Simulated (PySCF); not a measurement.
CsI: energy against distance

Set-up: basis Cs def2-SVP with ECP46, I def2-SVP with ECP28; scalar-relativistic core potentials; PySCF 2.14. Energies in eV from Cs + I in their ground configurations at the same level. State: ¹Σ⁺ (singlet), closed shell.

All columns are PBE0. A positive dipole means Cs(−)I(+).

```tsv
R (Å)	E (eV)	μ (D)	Mulliken charge on Cs (basis-dependent)	HOMO (eV)	LUMO (eV)	Mayer bond order	⟨S²⟩
2.913	-2.896	-9.37	0.56	-5.55	-1.10	0.81	0.00
3.048	-3.245	-10.10	0.58	-5.56	-1.17	0.77	0.00
3.184	-3.431	-10.81	0.61	-5.41	-1.25	0.73	0.00
3.285	-3.495	-11.34	0.62	-5.29	-1.31	0.71	0.00
3.387	-3.512	-11.86	0.64	-5.18	-1.37	0.69	0.00
3.489	-3.495	-12.38	0.65	-5.08	-1.43	0.66	0.00
3.624	-3.436	-13.06	0.66	-4.95	-1.51	0.64	0.00
3.793	-3.323	-13.92	0.68	-4.79	-1.60	0.61	0.00
3.997	-3.158	-14.94	0.70	-4.61	-1.72	0.57	0.00
4.268	-2.921	-16.29	0.71	-4.40	-1.86	0.54	0.00
```

A fit through these points gives, at Re = 3.383 Å, μ = -11.84 D and dμ/dR = -5.11 D/Å; the reduced mass is 64.92 u.

Q: How strong is the fundamental in the double-harmonic approximation, I = 42.26·(dμ/dR)²/μred km/mol?

A: I = 42.26·(-5.11)²/64.92 = 17.0 km/mol at PBE0.

These are scalar-relativistic numbers at best; spin–orbit coupling would shift them, the dissociation energy most.
